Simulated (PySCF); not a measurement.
Ionisation energy of Sm⁴⁷⁺ by level of theory

Sm⁴⁷⁺ [Ne] 3s2 3p3 [3p1/2^2 3p3/2^1, M_J = 3/2] → Sm⁴⁸⁺ [Ne] 3s2 3p2 [3p1/2^2, M_J = 0], as a difference of total energies. Calculation: PySCF 2.14, in an uncontracted even-tempered set (18 s from 12 bohr⁻², ratio 2.4; 14 p from 15 bohr⁻², ratio 2.4; 4 d from 54 bohr⁻², ratio 2.6; 4 f from 80 bohr⁻², ratio 2.6); the two-component X2C-1e Hamiltonian. Correlated levels: 1s2 frozen; the 54 highest virtual spinors dropped. "Screened" scales the spin-orbit matrix elements by Boettger's factors to mimic the two-electron term; Breit and QED terms are absent.

| method | ionisation energy (eV) |
| --- | --- |
| GHF (spin-free) | 4034.6 |
| GMP2 (spin-free) | 4035.0 |
| GHF (screened spin-orbit) | 3974.1 |
| GMP2 (screened spin-orbit) | 3974.5 |

Breit and QED terms and the two-electron picture change are absent.

The spin-free rows relax to the high-spin LS determinant and lack the spin-orbit shift.

The labels give the starting determinants; with spin-orbit coupling the two ends relaxed to ⟨J²⟩ = 3.75, ⟨L²⟩ = 2.47, ⟨S²⟩ = 1.54 and ⟨J²⟩ = 0.00, ⟨L²⟩ = 1.34, ⟨S²⟩ = 1.34.

For comparison: 3971 ± 4 eV (theoretical estimate listed by NIST; NIST Atomic Spectra Database, ionization energies).
